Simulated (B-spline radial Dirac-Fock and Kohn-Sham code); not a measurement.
**Dipole and non-dipole photoemission parameters of Dy 5p1/2**

System: neutral dysprosium, configuration [Xe] 4f10 6s2; threshold 32.42 eV (orbital energy of the model). Level of theory: Dirac-Hartree-Slater photoionisation with a Latter tail; cross sections with all multipoles, angular parameters from the dipole term and its interference with E2; a B-spline atomic structure program.

For linearly polarised light dσ/dΩ = σ/(4π) [1 + β P₂(cos θ) + (δ + γ cos²θ) sin θ cos φ], with θ from the polarisation vector and φ the angle between the beam and the projection of the electron momentum on the plane normal to the polarisation.

```
hν (eV)  σ (kb)       β       γ       δ
     60     812   1.783   0.166  -0.014
    102       ?       ?       ?       ?
    105     118   0.556   0.337  -0.022
    121    81.5   0.207   0.234  -0.011
    152    51.5  -0.056   0.032   0.014
    250    28.7   0.464   0.003   0.037
    300    24.3   0.738   0.098   0.033
    400    18.7   1.091   0.239   0.023
    404    18.5   1.102   0.243   0.023
    559    13.3   1.375   0.316   0.012
    600    12.3   1.420   0.317   0.010
   1030    6.27   1.640   0.199   0.000
   1390    4.07   1.695   0.089  -0.002
   1440    3.86   1.699   0.076  -0.002
 1486.9    3.67   1.702   0.066  -0.002
   1520    3.55   1.704   0.059  -0.002
   2440    1.61   1.716  -0.021  -0.003
   3240   0.954   1.697   0.025  -0.003
   3250   0.948   1.697   0.026  -0.003
   3820   0.692   1.679   0.090  -0.003
   4000   0.631   1.673   0.113  -0.003
   4320   0.541   1.662   0.156  -0.002
 5414.7   0.338   1.624   0.316   0.001
   6000   0.271   1.605   0.405   0.003
   8070   0.139   1.540   0.711   0.013
   8550   0.122   1.526   0.778   0.016
   9470  0.0957   1.500   0.901   0.021
  11300  0.0624   1.453   1.125   0.033
  12200  0.0516   1.431   1.227   0.040
  13500  0.0401   1.401   1.366   0.049
```

Q: Give the values at 102 eV.

A: σ = 129 kb, β = 0.636, γ = 0.352, δ = -0.023.

Values without a named source are computed, but for edge energies of neutral atoms, which are taken from tables.
